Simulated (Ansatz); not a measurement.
Ansatz (an electronic-structure program) input (B3LYP-D3(BJ)/def2-TZVP):

Ansatz 0.2 input:
```yaml
crystal:
  periodic: [false, false, false]
  atoms:
    - {symbol: C, position_ang: [0.00000000, 0.00000000, 0.00000000]}
    - {symbol: Te, position_ang: [-0.00000000, -0.00000000, -1.90330842]}
    - {symbol: Te, position_ang: [0.00000000, 0.00000000, 1.90330842]}
basis:
  gaussian:
    orbitals: def2-TZVP
hamiltonian:
  xc: b3lyp
  dispersion: d3bj
phonons: {temperatures: {t_min: 298.15, t_max: 298.15, t_step: 100}}
```

Output:

```
Functional definition: B3LYP
integrals: 0.05 GiB planned
1026 factors; their error is unknown
mean field: 0.48 GiB planned
mean field evaluation 1: about -15619.4612 eV, gradient 5.9e1 eV
mean field evaluation 2: about -15576.2312 eV, gradient 1.3e2 eV
mean field evaluation 4: about -15627.1438 eV, gradient 1.2e1 eV
mean field evaluation 8: about -15627.6716 eV, gradient 5.6e-1 eV
mean field evaluation 16: about -15627.6719 eV, gradient 1.8e-4 eV
mean field -15627.67191383 eV, -574.3063500169 hartree, gradient 2.8e-5 eV, S^2 0.000000; 0 other end points of the search recorded, 0 dependent functions left out
the calculation of the forces begins
reference -15627.67210514 eV, -574.3063570471 hartree; 27, 27 occupied and 104, 104 virtual orbitals, 1026 factors
these checks for a lower state are left out or cut short: stability, starts, cluster_reference, orbital_swaps, neighbouring_geometries, increment
integrals: 0.05 GiB planned
1026 factors; their error is unknown
mean field: 0.48 GiB planned
mean field -15627.67190549 eV, -574.3063497102 hartree, gradient 1.9e-6 eV, S^2 0.000000; 0 other end points of the search recorded, 0 dependent functions left out
the calculation of the forces begins
reference -15627.67209679 eV, -574.3063567405 hartree; 27, 27 occupied and 104, 104 virtual orbitals, 1026 factors
these checks for a lower state are left out or cut short: stability, starts, cluster_reference, orbital_swaps, neighbouring_geometries, increment
integrals: 0.05 GiB planned
1026 factors; their error is unknown
mean field: 0.48 GiB planned
mean field evaluation 32: about -15627.6719 eV, gradient 4.0e-3 eV
mean field -15627.67190549 eV, -574.3063497102 hartree, gradient 1.9e-6 eV, S^2 0.000000; 0 other end points of the search recorded, 0 dependent functions left out
the calculation of the forces begins
reference -15627.67209679 eV, -574.3063567405 hartree; 27, 27 occupied and 104, 104 virtual orbitals, 1026 factors
these checks for a lower state are left out or cut short: stability, starts, cluster_reference, orbital_swaps, neighbouring_geometries, increment
integrals: 0.05 GiB planned
1026 factors; their error is unknown
mean field: 0.48 GiB planned
mean field -15627.67190549 eV, -574.3063497102 hartree, gradient 1.9e-6 eV, S^2 0.000000; 0 other end points of the search recorded, 0 dependent functions left out
the calculation of the forces begins
reference -15627.67209679 eV, -574.3063567405 hartree; 27, 27 occupied and 104, 104 virtual orbitals, 1026 factors
these checks for a lower state are left out or cut short: stability, starts, cluster_reference, orbital_swaps, neighbouring_geometries, increment
integrals: 0.05 GiB planned
1026 factors; their error is unknown
mean field: 0.48 GiB planned
mean field -15627.67190549 eV, -574.3063497102 hartree, gradient 2.2e-6 eV, S^2 0.000000; 0 other end points of the search recorded, 0 dependent functions left out
the calculation of the forces begins
reference -15627.67209679 eV, -574.3063567405 hartree; 27, 27 occupied and 104, 104 virtual orbitals, 1026 factors
these checks for a lower state are left out or cut short: stability, starts, cluster_reference, orbital_swaps, neighbouring_geometries, increment
integrals: 0.05 GiB planned
1026 factors; their error is unknown
mean field: 0.48 GiB planned
mean field -15627.67174575 eV, -574.3063438401 hartree, gradient 1.9e-6 eV, S^2 0.000000; 0 other end points of the search recorded, 0 dependent functions left out
the calculation of the forces begins
reference -15627.67193706 eV, -574.3063508703 hartree; 27, 27 occupied and 104, 104 virtual orbitals, 1026 factors
these checks for a lower state are left out or cut short: stability, starts, cluster_reference, orbital_swaps, neighbouring_geometries, increment
integrals: 0.05 GiB planned
1026 factors; their error is unknown
mean field: 0.49 GiB planned
mean field evaluation 64: about -15627.6717 eV, gradient 4.0e-3 eV
mean field -15627.67174575 eV, -574.3063438401 hartree, gradient 1.9e-6 eV, S^2 0.000000; 0 other end points of the search recorded, 0 dependent functions left out
the calculation of the forces begins
reference -15627.67193706 eV, -574.3063508703 hartree; 27, 27 occupied and 104, 104 virtual orbitals, 1026 factors
these checks for a lower state are left out or cut short: stability, starts, cluster_reference, orbital_swaps, neighbouring_geometries, increment
integrals: 0.05 GiB planned
1026 factors; their error is unknown
mean field: 0.48 GiB planned
mean field -15627.67191178 eV, -574.3063499416 hartree, gradient 1.9e-6 eV, S^2 0.000000; 0 other end points of the search recorded, 0 dependent functions left out
the calculation of the forces begins
reference -15627.67210309 eV, -574.3063569718 hartree; 27, 27 occupied and 104, 104 virtual orbitals, 1026 factors
these checks for a lower state are left out or cut short: stability, starts, cluster_reference, orbital_swaps, neighbouring_geometries, increment
integrals: 0.05 GiB planned
1026 factors; their error is unknown
mean field: 0.48 GiB planned
mean field -15627.67191178 eV, -574.3063499416 hartree, gradient 1.9e-6 eV, S^2 0.000000; 0 other end points of the search recorded, 0 dependent functions left out
the calculation of the forces begins
reference -15627.67210309 eV, -574.3063569718 hartree; 27, 27 occupied and 104, 104 virtual orbitals, 1026 factors
these checks for a lower state are left out or cut short: stability, starts, cluster_reference, orbital_swaps, neighbouring_geometries, increment
integrals: 0.05 GiB planned
1026 factors; their error is unknown
mean field: 0.48 GiB planned
mean field -15627.67191178 eV, -574.3063499416 hartree, gradient 1.9e-6 eV, S^2 0.000000; 0 other end points of the search recorded, 0 dependent functions left out
the calculation of the forces begins
reference -15627.67210309 eV, -574.3063569718 hartree; 27, 27 occupied and 104, 104 virtual orbitals, 1026 factors
these checks for a lower state are left out or cut short: stability, starts, cluster_reference, orbital_swaps, neighbouring_geometries, increment
integrals: 0.05 GiB planned
1026 factors; their error is unknown
mean field: 0.48 GiB planned
mean field evaluation 96: about -15627.6719 eV, gradient 4.0e-3 eV
mean field -15627.67191178 eV, -574.3063499416 hartree, gradient 1.9e-6 eV, S^2 0.000000; 0 other end points of the search recorded, 0 dependent functions left out
the calculation of the forces begins
reference -15627.67210309 eV, -574.3063569718 hartree; 27, 27 occupied and 104, 104 virtual orbitals, 1026 factors
these checks for a lower state are left out or cut short: stability, starts, cluster_reference, orbital_swaps, neighbouring_geometries, increment
integrals: 0.05 GiB planned
1026 factors; their error is unknown
mean field: 0.49 GiB planned
mean field -15627.67171196 eV, -574.3063425982 hartree, gradient 1.9e-6 eV, S^2 0.000000; 0 other end points of the search recorded, 0 dependent functions left out
the calculation of the forces begins
reference -15627.67190324 eV, -574.3063496274 hartree; 27, 27 occupied and 104, 104 virtual orbitals, 1026 factors
these checks for a lower state are left out or cut short: stability, starts, cluster_reference, orbital_swaps, neighbouring_geometries, increment
integrals: 0.05 GiB planned
1026 factors; their error is unknown
mean field: 0.48 GiB planned
mean field -15627.67193514 eV, -574.3063507998 hartree, gradient 2.0e-6 eV, S^2 0.000000; 0 other end points of the search recorded, 0 dependent functions left out
the calculation of the forces begins
reference -15627.67212647 eV, -574.3063578310 hartree; 27, 27 occupied and 104, 104 virtual orbitals, 1026 factors
Total energy: -15627.88045837 eV, -574.3140138873 hartree
Atom 0 at     0.000000     0.000000     0.000000 Å, force     0.000000    -0.000000     0.000000 eV/Å
Atom 1 at    -0.000000    -0.000000    -1.903308 Å, force    -0.000000     0.000000    -0.000518 eV/Å
Atom 2 at     0.000000     0.000000     1.903308 Å, force    -0.000000     0.000000     0.000518 eV/Å
Dipole moment:    -0.000000     0.000000    -0.000000 e Å
Vibrations: 251.66 251.66 256.86 1129.17 cm⁻¹, zero-point energy 0.117124 eV
```
